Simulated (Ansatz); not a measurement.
The cluster Na6Cd⁺. Charge 1, multiplicity 2. Geometry PBE/def2-SVP.

```xyz
7

Cd   -0.862    1.647    0.329
Na   -2.513   -0.307   -1.369
Na    2.330    1.378    1.479
Na    0.983    0.838   -2.088
Na    0.029   -2.574   -2.526
Na   -0.517    0.493    3.414
Na    0.550   -1.475    0.760
```

In the def2 sets Cd takes a core potential; there is no spin–orbit coupling. LC-ωPBE has ω = 0.4 bohr⁻¹. HSE06 is defined as in plane-wave codes, on full-range PBE exchange. Another isomer (doublet) lies 0.12 eV lower at PBE0/def2-TZVP; other spin states weren't run for this one.

Estimate the α-spin orbital energies around the gap (eV) in Ansatz with PBE/def2-SVP, PBE/def2-TZVP, BLYP/def2-TZVP, HSE06/def2-TZVP, LC-ωPBE/def2-TZVP.


```csv
orbital,PBE/def2-SVP,PBE/def2-TZVP,BLYP/def2-TZVP,HSE06/def2-TZVP,LC-ωPBE/def2-TZVP
HOMO−9,-31.05,-31.04,-31.22,-33.98,-36.60
HOMO−8,-14.38,-14.30,-14.19,-16.02,-18.97
HOMO−7,-14.36,-14.28,-14.17,-16.01,-18.96
HOMO−6,-14.34,-14.26,-14.14,-15.98,-18.93
HOMO−5,-14.32,-14.24,-14.13,-15.96,-18.90
HOMO−4,-14.31,-14.23,-14.11,-15.95,-18.88
HOMO−3,-9.33,-9.34,-9.24,-9.80,-12.79
HOMO−2,-6.75,-6.78,-6.64,-6.89,-8.67
HOMO−1,-6.35,-6.39,-6.26,-6.49,-8.19
HOMO,-6.07,-6.11,-5.92,-6.23,-8.03
LUMO,-4.98,-5.03,-4.92,-4.83,-3.07
LUMO+1,-4.76,-4.81,-4.73,-4.60,-2.89
LUMO+2,-4.56,-4.61,-4.52,-4.42,-2.72
LUMO+3,-4.20,-4.25,-4.11,-4.07,-2.41
LUMO+4,-4.12,-4.16,-4.01,-3.99,-2.35
LUMO+5,-3.98,-4.03,-3.84,-3.86,-2.24
β HOMO,-6.27,-6.30,-6.20,-6.38,-8.08
β LUMO,-5.58,-5.60,-5.56,-5.35,-3.43
```
